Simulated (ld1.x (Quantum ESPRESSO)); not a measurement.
## u(r) = r·R(r): atom against pseudo-atom (zirconium (Zr))

Columns: radius, all-electron u(r) and pseudo u(r) of the 4d shell (level -17.30 eV) of zirconium in the configuration [Ar] 3d10 4s2 4p6 4d2 5s0 5p0; PBE, scalar-relativistic, PAW scheme, ld1.x (Quantum ESPRESSO) 7.5.

| r (bohr) | all-electron | pseudo |
| --- | --- | --- |
| 0.158 | 0.2173 | -0.0051 |
| 0.315 | 0.3256 | -0.0382 |
| 0.473 | 0.1657 | -0.1162 |
| 0.630 | -0.0786 | -0.2362 |
| 0.788 | -0.3087 | -0.3812 |
| 0.945 | -0.4886 | -0.5220 |
| 1.102 | -0.6146 | -0.6349 |
| 1.260 | -0.6926 | -0.7071 |
| 1.418 | -0.7314 | -0.7392 |
| 1.575 | -0.7410 | -0.7429 |
| 1.732 | -0.7301 | -0.7301 |
| 1.890 | -0.7050 | -0.7050 |
| 2.047 | -0.6709 | -0.6709 |
| 2.205 | -0.6311 | -0.6311 |
| 2.362 | -0.5886 | -0.5886 |
| 2.520 | -0.5448 | -0.5448 |
| 2.678 | -0.5012 | -0.5012 |
| 2.835 | -0.4590 | -0.4590 |
| 2.992 | -0.4185 | -0.4185 |
| 3.150 | -0.3798 | -0.3798 |
| 3.308 | -0.3434 | -0.3434 |
| 3.465 | -0.3097 | -0.3097 |
| 3.622 | -0.2785 | -0.2785 |
| 3.780 | -0.2496 | -0.2496 |
| 3.938 | -0.2231 | -0.2231 |
| 4.095 | -0.1991 | -0.1991 |

Q: How many radial nodes do the two functions have?

A: The all-electron 4d function has n − l − 1 = 1; the pseudo-wave has 0, since the states of the same l below it are removed with the core.

Q: At about which radius was the pseudo-wave matched?

A: 1.75 bohr, where the columns begin to agree (steps of 0.16 bohr).

Q: Where does each function peak?

A: Outermost all-electron maximum near 1.57 bohr, pseudo maximum near 1.57 bohr (to the table’s step).

Q: Is the pseudo-wave norm-conserving?

A: No, it belongs to a PAW set: the norm inside the radius is not constrained, and the difference is carried by the augmentation charge.
